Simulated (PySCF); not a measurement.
**MC for M along the halogens**

HF with double-zeta basis sets in PySCF, for the lowest determinant that a PBE0 search found; no spin–orbit coupling. De refers to high-spin ground-configuration atoms. A positive dipole means M(−)C(+).

```tsv
M	basis	reference	state (unpaired electrons)	Re (Å)	ωe (cm⁻¹)	De (eV)	μ (D)
F	def2-SVPD	UHF	doublet (π ↑)	1.257	1411	3.51	-0.55
Cl	def2-SVPD	UHF	doublet (π ↑)	1.671	874	2.16	-1.03
Br	def2-SVP	UHF	doublet (π ↑)	1.832	732	1.57	-1.07
I	x2c-SVPall	UHF	doublet (π ↑)	2.068	608	0.88	-1.15
```

The shortest bond is that of CF (1.257 Å), the longest that of CI (2.068 Å). CF is bound most strongly (3.51 eV) and CI least (0.88 eV).

The rows differ in basis set, which adds steps of its own.

Down a group the atoms grow and get heavier, so bonds lengthen and wavenumbers fall; this series shows no clear exception.

Spin–orbit coupling is left out, which matters for elements this heavy, above all for dissociation energies. Hartree–Fock leaves out correlation, which carries a large part of most bond energies and some tenths to 1 eV of ionisation energies. States were picked by a PBE0 search and need not be the measured ground states.
